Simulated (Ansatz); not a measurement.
This geometry of AlF2H5Si2 (10 atoms, charge 0, multiplicity 1) is a first-order saddle point.

Method: Ansatz 0.2.0, RKS PBE0/def2-SVP.

```xyz
10
Properties=species:S:1:pos:R:3
F 0.137 2.579 0.981
Si 0.857 1.198 1.414
Al -0.368 -0.929 0.754
F 0.580 -2.174 1.384
Si -0.388 -0.568 -1.681
H 2.061 1.713 2.175
H -1.624 -0.476 1.649
H -1.529 -1.265 -2.358
H -0.524 0.898 -1.981
H 0.881 -1.028 -2.334
```

Task: Which two structures does it join? (They come from a converged band through this point; their orientation in space is the band's.)

Result: Bonds broken: Si2–H7, Al3–Si5. Bonds formed: Si2–Si5, Al3–H7.

First end point:

```xyz
10
Properties=species:S:1:pos:R:3
F -0.409 2.382 1.225
Si 0.172 1.039 1.964
Al 0.117 -0.783 0.307
F 0.344 -2.313 0.951
Si -0.200 -0.644 -2.122
H 1.556 1.349 2.447
H -0.673 0.777 3.171
H -1.548 -1.179 -2.501
H -0.112 0.773 -2.598
H 0.836 -1.451 -2.842
```

Last end point:

```xyz
10
Properties=species:S:1:pos:R:3
F -0.578 2.141 0.640
Si 0.329 0.797 0.366
Al -0.257 -0.861 2.079
F 0.521 -2.335 1.944
Si -0.046 0.065 -1.838
H 1.771 1.194 0.467
H -1.290 -0.714 3.271
H -1.475 -0.341 -2.016
H 0.284 1.131 -2.832
H 0.824 -1.128 -2.079
```

Task: How far does it lie above each of them?

Result: 32.2 kcal/mol above the first and 30.1 kcal/mol above the second. This is the barrier of this one path; another mechanism may lie lower. The orbitals stay closed-shell, which can raise the energy where a bond breaks towards radicals; this wasn't checked here.

Run time: 14 min on 2 threads of Arm Neoverse V1, on a shared host, peak memory 0.23 GiB.
